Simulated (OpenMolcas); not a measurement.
# Ni2+: moving or changing the point charges

Ni2+ among 2 point charges of -3 e arranged as a linear pair (D∞h), 2.04 Å from the ion.
```
   0.0000    0.0000    2.0400  -3.00
   0.0000    0.0000   -2.0400  -3.00
```

- Program: OpenMolcas
- Method: CASSCF
- Basis: ANO-RCC-VTZP [6s5p3d2f1g]
- Scalar Hamiltonian: DKH2, point nucleus
- Active space: 8 electrons in 5 orbitals (3d)
- State averaging: 2S+1 = 3 even, 10 roots; 2S+1 = 1 even, 15 roots
- Spin-orbit coupling: state interaction with AMFI integrals over the reference wave functions

Runs around this geometry, states (labels by Λ). Energies in cm-1 above the lowest state or level, χT in cm3 K/mol.

| R (Å) | q (e) | Ground state | First state of that spin | First gap with spin-orbit (degeneracies) | χT at 300 K | First state of another spin |
| --- | --- | --- | --- | --- | --- | --- |
| 2.04 | -2.4 | 3Σ | 3Π 512.6 | 163.1 (1, 2) | 3.138 | 1Σ 16725 |
| 1.94 | -3 | 3Σ | 3Π 1208 | 174.4 (1, 2) | 2.639 | 1Σ 16619 |
| 2.04 | -3 | 3Σ | 3Π 973.7 | 176.8 (1, 2) | 2.811 | 1Σ 16798 |
| 2.25 | -3 | 3Σ | 3Π 684.8 | 169.6 (1, 2) | 3.066 | 1Δ 17021 |

Taking the first state of the same spin as R^-n, n = -ln(684.8 / 1208) / ln(2.25 / 1.94) = 3.8 between the shortest and longest distance.

Scaling the charges by -2.4 / -3 = 0.80 scales the first state of the same spin by 512.6 / 973.7 = 0.53; with fixed orbitals a first-order splitting would follow the charge.

Without dynamic correlation the repulsion within the d shell is too large (B by tens of per cent), so at a given field states of lower spin stand too high. Spin-orbit coupling mixes the spin-free states strongly: the lowest level takes only 67 % from its leading state, 3Σ (holds for R = 2.04, q = -2.4). This is an electrostatic model: the charges have no orbitals. No measured value stands beside these numbers.
